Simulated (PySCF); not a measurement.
Compound: C5H10Se.
InChI=1S/C5H10Se/c1-5(2)4-6-3/h1,4H2,2-3H3

A linear-response calculation (PySCF, def2-SVPD basis, gas phase, vertical, core orbitals frozen in the response) gave these numbers; the functional is withheld.

Orbital energies (eV): HOMO-3 -11.03, HOMO-2 -10.12, HOMO-1 -8.44, HOMO -7.36, LUMO 0.77, LUMO+1 1.15, LUMO+2 1.20.

```tsv
state	E (eV)	f	main configurations (H = HOMO, L = LUMO)
S1	4.60	0.0007	H→L (76%), H→L+1 (9%)
S2	5.43	0.0056	H→L+1 (69%), H→L (10%), H→L+2 (8%)
S3	5.76	0.019	H→L+2 (78%), H→L+3 (8%)
S4	5.99	0.022	H→L+3 (79%)
S5	6.45	0.090	H→L+4 (64%), H-1→L (25%)
S6	6.57	0.096	H-1→L (45%), H→L+4 (30%), H-1→L+1 (8%)
```

Triplets (Tamm–Dancoff): T1 4.12 eV, H→L (38%), H-1→L+1 (19%), H-1→L (17%); T2 4.15 eV, H→L (32%), H-1→L (20%), H-1→L+1 (20%); T3 4.89 eV, H→L+1 (49%), H→L+2 (26%); T4 5.56 eV, H→L+2 (49%), H→L+3 (17%), H→L (11%).

Vertical ionisation energy by ΔSCF with the same functional: 8.21 eV. Mean static polarisability: 92.6 au.

**Question.** Which of these was used?
A. PBE
B. HF
C. PBE0
D. CAM-B3LYP

**Answer.** D. CAM-B3LYP is range-separated, 19% exact exchange at short range and 65% at long range (ω = 0.33 bohr⁻¹). In this run −ε(HOMO) = 7.36 eV differs from the ΔSCF value by -0.85 eV, and S1 differs from the orbital gap of 8.12 eV by -3.53 eV. The ratio −ε(HOMO)/IP is 0.90. Small neutral molecules mostly give 0.85 to 0.93 with CAM-B3LYP, 0.5 to 0.7 with PBE, 0.7 to 0.83 with PBE0; with Hartree–Fock the ratio is 1 or more (Koopmans' value less the relaxation energy is the ΔSCF value).

Theory: TDDFT CAM-B3LYP/def2-SVPD, vertical, gas phase, core orbitals frozen in the response in PySCF. The structure is a single PBE0-D3(BJ)/def2-SVP conformer in the gas phase; no vibrational or solvent corrections. The CAM-B3LYP/def2-SVPD calculation is non-relativistic and has no spin–orbit coupling, an omission that weighs most on selenium.

Conformer computed: `[CH2:1]=[C:2]([CH3:3])[CH2:4][Se:5][CH3:6]`: C1–C2–C4–Se5 104°, C2–C4–Se5–C6 160°.
